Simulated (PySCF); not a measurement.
C3H3F3Si, SMILES C#CC[Si](F)(F)F, singlet, CAM-B3LYP/def2-SVP optimised geometry.

```
10

C      1.95    -0.97     0.00
C      0.74    -1.01     0.00
C     -0.72    -1.01     0.00
Si    -1.42     0.70     0.00
F     -3.02     0.62    -0.02
F     -0.97     1.54    -1.28
F     -1.00     1.52     1.30
H      3.02    -0.94     0.00
H     -1.11    -1.54     0.89
H     -1.11    -1.54    -0.88
```

Density from PySCF 2.14.0 with CAM-B3LYP/def2-TZVP at that geometry.

Minimum of the electron density along straight lines between bonded atoms, close to the bond critical point (lines longer than 1.1 times the sum of covalent radii, or with two minima, are not listed):

```json
[
 {"bond": "C1–C2", "length / Å": "1.205", "ρ at the minimum / e bohr⁻³": "0.415", "∇²ρ there / e bohr⁻⁵": "…", "position (fraction from the first atom)": "0.48"},
 {"bond": "C2–C3", "length / Å": "1.458", "ρ at the minimum / e bohr⁻³": "0.270", "∇²ρ there / e bohr⁻⁵": "…", "position (fraction from the first atom)": "0.53"},
 {"bond": "C3–Si4", "length / Å": "1.848", "ρ at the minimum / e bohr⁻³": "0.135", "∇²ρ there / e bohr⁻⁵": "0.14", "position (fraction from the first atom)": "0.61"},
 {"bond": "Si4–F5", "length / Å": "1.600", "ρ at the minimum / e bohr⁻³": "0.141", "∇²ρ there / e bohr⁻⁵": "0.97", "position (fraction from the first atom)": "0.42"},
 {"bond": "Si4–F6", "length / Å": "1.596", "ρ at the minimum / e bohr⁻³": "0.142", "∇²ρ there / e bohr⁻⁵": "0.98", "position (fraction from the first atom)": "0.42"},
 {"bond": "Si4–F7", "length / Å": "1.596", "ρ at the minimum / e bohr⁻³": "0.142", "∇²ρ there / e bohr⁻⁵": "0.98", "position (fraction from the first atom)": "0.42"},
 {"bond": "C1–H8", "length / Å": "1.074", "ρ at the minimum / e bohr⁻³": "0.284", "∇²ρ there / e bohr⁻⁵": "-1.05", "position (fraction from the first atom)": "0.67"},
 {"bond": "C3–H9", "length / Å": "1.103", "ρ at the minimum / e bohr⁻³": "0.268", "∇²ρ there / e bohr⁻⁵": "-0.89", "position (fraction from the first atom)": "0.65"},
 {"bond": "C3–H10", "length / Å": "1.103", "ρ at the minimum / e bohr⁻³": "0.269", "∇²ρ there / e bohr⁻⁵": "-0.90", "position (fraction from the first atom)": "0.65"}
]
```

Complete the blanks.


- C1–C2, ∇²ρ there / e bohr⁻⁵: -1.16
- C2–C3, ∇²ρ there / e bohr⁻⁵: -0.73
